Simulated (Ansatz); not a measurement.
The same hydrogenolysis along the group Si, Ge, Sn.

Gas-phase electronic energies from Ansatz, PBE0-D4/def2-TZVP geometries. CBS: MP2 limit from def2 TZ/QZ plus the TZ coupled-cluster correction, frozen cores. This one scheme is used for every species. Functionals use def2-TZVPP. Elements past krypton have def2 core potentials. For Ge, Sn outer-core shells are correlated without core-valence functions, which leaves a few kJ/mol of doubt a bond. Scalar relativity is left out up to krypton.

```csv
reaction,LDA (SPW92) (kJ/mol)
`F[Si](Cl)(Cl)Cl` + H₂ → `Cl[SiH](Cl)Cl` + H–F,116
`[F][Ge]([Cl])([Cl])[Cl]` + H₂ → `[Cl][GeH]([Cl])[Cl]` + H–F,28
`[F][Sn]([Cl])([Cl])[Cl]` + H₂ → `[Cl][SnH]([Cl])[Cl]` + H–F,9
```

Problem. Give the CCSD(T)/CBS values in the same order. (An estimate is asked.)

Solution. The calculation gave: 117, 29, 20 kJ/mol.

Largest T1 diagnostic: 0.012, for `[F][Sn]([Cl])([Cl])[Cl]`.
